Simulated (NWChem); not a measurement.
BeHOCl; SMILES [OH][Be][Cl]

```xyz
4

Be     0.0455     0.6333     0.0000
Cl    -0.0808    -1.1798     0.0000
O      0.2029     2.0338     0.0000
H     -0.4320     2.7421     0.0000
```
Atoms are numbered in this order, from 1.

All runs: NWChem. Coordinates come from a PBE0-D3(BJ)/def2-TZVP optimisation. Static field.

**Question.** Order these by “anisotropy (bohr³)”, lowest first: LC-BLYP (range parameter 0.33 per bohr)/aug-cc-pVDZ; Hartree-Fock/aug-cc-pVDZ; PBE/aug-cc-pVDZ.

**Answer.** Hartree-Fock/aug-cc-pVDZ (9.8), LC-BLYP (range parameter 0.33 per bohr)/aug-cc-pVDZ (13.2), PBE/aug-cc-pVDZ (14.7)
